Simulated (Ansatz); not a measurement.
GeN2H6⁺, that is Ge(NH2)2H2 with one electron fewer. Charge 1, multiplicity 2. Geometry PBE0-D4/def2-TZVP, that of the neutral singlet; atoms count from 1.

```xyz
9

Ge   -0.6030    0.0721   -0.3215
N     0.9124   -0.3716   -1.2712
H     1.3304   -1.2592   -1.0297
H     1.6342    0.3351   -1.2862
N    -0.4825    0.3202    1.5004
H     0.1051    1.0876    1.7949
H    -0.2349   -0.5023    2.0323
H    -1.5814   -1.0928   -0.5199
H    -1.0803    1.4109   -0.8990
```

Problem. Estimate the Mulliken populations from the PBE0/def2-TZVP orbitals of Ansatz.

Solution. 
```
atom  charge (e)  spin (α − β)
 Ge1        0.28         -0.09
  N2       -0.37          0.58
  H3        0.30         -0.02
  H4        0.30         -0.02
  N5       -0.37          0.58
  H6        0.30         -0.02
  H7        0.30         -0.02
  H8        0.12          0.00
  H9        0.12          0.00
```
Mulliken values and Mayer orders depend strongly on the basis.

Problem. Where does the spin sit?

Solution. Summed by element: Ge -0.09, N 1.16, H -0.06, of 1 unpaired in all. Largest on single atoms: N2 0.58, N5 0.58, Ge1 -0.09.

Problem. And the Mayer bond orders between bonded heavy atoms (over 0.3)?

Solution. Ge1–N2 0.93 (1.84 Å); Ge1–N5 0.93 (1.84 Å).
